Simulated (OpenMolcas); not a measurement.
# Ionisation energies of tin

| Quantity | Value |
| --- | --- |
| Program | OpenMolcas 26.06 |
| Basis | ANO-RCC [10s9p8d5f3g] |
| Scalar Hamiltonian | DKH2, point nucleus |
| Spin-orbit coupling | state interaction with AMFI integrals over the reference wave functions, term energies averaged over their components |

Active shells in each charge state: the valence s, p shells, with orbitals averaged over the low states. Where CASPT2's correlated closed shells are named, they are those of the first ion.

A. CASSCF
B. SS-CASPT2, IPEA 0.25 Eh, imaginary shift 0.1 Eh (closed shells correlated: 4s 4p 4d)

Energies in eV between the lowest computed levels (charge -1 gives the electron affinity), named as in B; reference values from the NIST Atomic Spectra Database with their kind.

```
               From                  To       A       B  Spin-orbit share in B          Reference
Sn- 5s2 5p3 4S* 3/2      Sn 5s2 5p2 3P0   0.532   1.106                 -0.284                   
     Sn 5s2 5p2 3P0  Sn+ 5s2 5p 2P* 1/2   6.579   7.306                 -0.012   7.344 (measured)
 Sn+ 5s2 5p 2P* 1/2        Sn2+ 5s2 1S0  13.587  14.618                 +0.320  14.633 (measured)
       Sn2+ 5s2 1S0      Sn3+ 5s 2S 1/2  29.372  30.423                 +0.000  30.506 (measured)
     Sn3+ 5s 2S 1/2       Sn4+ 4d10 1S0  39.230  40.839                 +0.000  40.740 (measured)
```

Error against the reference values, in %:

| From | Reference | A | B |
| --- | --- | --- | --- |
| Sn | measured | -10.4 | -0.5 |
| Sn+ | measured | -7.1 | -0.1 |
| Sn2+ | measured | -3.7 | -0.3 |
| Sn3+ | measured | -3.7 | +0.2 |

Mean absolute error over the 4 measured values: A 1.11 eV, B 0.06 eV. B lies closest.

No diffuse functions were added, so the electron affinity comes out too small, and without dynamic correlation a bound anion can come out unbound.

* marks odd parity.
